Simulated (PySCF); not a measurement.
Löwdin shares of the frontier orbitals

Species: C₇H₁₃B.
Structure used (PBE0-D3(BJ)/def2-SVP), in Å, numbered top down from 1:
```xyz
21
C7H13B angstrom
B      1.8842    1.0195   -0.8878
C      1.2827   -0.3952   -0.7144
C      0.3121   -1.0089   -1.7495
C     -0.7091   -1.2873   -0.6245
C     -1.8940   -0.3205   -0.5473
C     -1.3309    0.9379    0.1191
C     -0.3699    0.3764    1.1665
C      0.3129   -0.7790    0.4420
H      2.2056    1.6894    0.0697
H      2.1291    1.4452   -1.9968
H      2.2397   -0.9661   -0.6466
H      0.6863   -1.9191   -2.2403
H     -0.0393   -0.3197   -2.5344
H     -1.0194   -2.3393   -0.5462
H     -2.6799   -0.7499    0.0968
H     -2.3524   -0.1301   -1.5312
H     -2.1076    1.5942    0.5403
H     -0.7770    1.5483   -0.6193
H      0.3373    1.1211    1.5629
H     -0.9452   -0.0165    2.0222
H      0.7124   -1.5403    1.1275
```

The calculation used TDDFT B3LYP/def2-SVPD, vertical, gas phase, core orbitals frozen in the response (PySCF).

Frontier orbitals with the atoms that hold most of them (Löwdin shares over 4%, at most four atoms; ? is withheld):

| orbital | ε (eV) | atoms |
| --- | --- | --- |
| HOMO-3 | -8.51 | C4 17%, C3 13%, C8 11%, B1 10% |
| HOMO-2 | -8.26 | C2 16%, C3 12%, C5 12%, C4 10% |
| HOMO-1 | -7.92 | C8 20%, C2 16%, C3 16%, C4 8% |
| HOMO | -7.79 | ? |
| LUMO | -1.41 | ? |
| LUMO+1 | 0.33 | B1 15%, H11 9%, H21 9%, C8 7% |
| LUMO+2 | 0.88 | B1 40%, H10 7%, H14 7%, H15 6% |

(1) Give the leading atoms of the LUMO.

(2) Give the leading atoms of the HOMO.

(3) How does S1 compare with the orbital gap of 6.37 eV?

(4) One configuration dominates each of S1, S2, S3 and S8. Which, and how do the shares of the two leading atoms of either orbital change from the occupied to the empty one?

Results:

(1) B1 (bonded to C and 2 H) 50%; C2 (bonded to B, 2 C and H) 12%; H10 (bonded to B) 10%; H9 (bonded to B) 10%. By element: boron 50%, hydrogen 20% or more, carbon 12% or more.

(2) C2 (bonded to B, 2 C and H) 20%; C4 (bonded to 3 C and H) 15%; B1 (bonded to C and 2 H) 15%; C8 (bonded to 3 C and H) 13%. By element: carbon 48% or more, boron 15%.

(3) S1 is at 5.15 eV (f = 0.0009), 1.22 eV below the gap, made of HOMO→LUMO (95%). Without the coupling terms of the response equations the lowest excitation would equal the gap.

(4) 
- S1 (5.15 eV, f 0.0009), HOMO→LUMO (95%): C2 20% → 12%, C4 15% → at most 10%, B1 15% → 50%
- S2 (5.37 eV, f 0.0028), HOMO-1→LUMO (90%): C8 20% → at most 10%, C2 16% → 12%, B1 at most 9% → 50%
- S3 (5.98 eV, f 0.025), HOMO-2→LUMO (96%): C2 16% → 12%, C3 12% → at most 10%, B1 at most 11% → 50%
- S8 (7.21 eV, f 0.0006), HOMO→LUMO+1 (97%): C2 20% → at most 7%, C4 15% → at most 7%, B1 15% → 15%, H11 at most 13% → 9%

Löwdin shares depend on the basis, the more so with diffuse functions.

One conformer stands for the species.
